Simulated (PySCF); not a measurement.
**Working out the ionisation energy of Sc**

Sc [Ar] 3d1 4s2 (2D) → Sc⁺ [Ar] 3d1 4s1 (3D). Calculation: PySCF 2.14, in dyall-av2z (16s12p7d2f, 101 functions); no relativity, point nucleus. Frozen: [Ar]; the 25 highest virtual orbitals dropped. Energies in hartree (1 hartree = 27.21139 eV):

| part | Sc (lower) | Sc⁺ (upper) |
| --- | --- | --- |
| UHF | -759.731033 | -759.533828 |
| CCSD correlation | -0.038359 | -0.003580 |
| (T) | -0.000911 | 0.000000 |

Task: What does Hartree-Fock give?

Result: (-759.533828) − (-759.731033) = 0.197205 hartree = 5.366 eV.

Task: What do CCSD and CCSD(T) give?

Result: The CCSD correlation energies differ by 0.034779 hartree = 0.946 eV and the triples by 0.000911 hartree = 0.025 eV, so CCSD gives 6.312 eV and CCSD(T) 6.337 eV.

Measured between the centres of the two terms (NIST): 6.562 eV, so CCSD(T) (valence) is off by -0.225 eV.

The calculation is non-relativistic.

A double-zeta basis recovers only part of the correlation energy.

What remains against the reference includes basis incompleteness, the frozen core and higher excitations.
